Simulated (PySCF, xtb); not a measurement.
CaCl, SMILES [Cl][Ca], multiplicity 2.

Harmonic wavenumbers (cm⁻¹) from GFN2-xTB (xtb) at its own minimum, in rising order: 271.

Task: What does PBE0-D3(BJ)/def2-TZVPD (PySCF) give at its own minimum? (The exact figures need the calculation; the answer reports its results.)

Result: 369. Paired by order, the mean absolute difference is 98 cm⁻¹ and the zero-point energies are 0.4 and 0.5 kcal/mol.
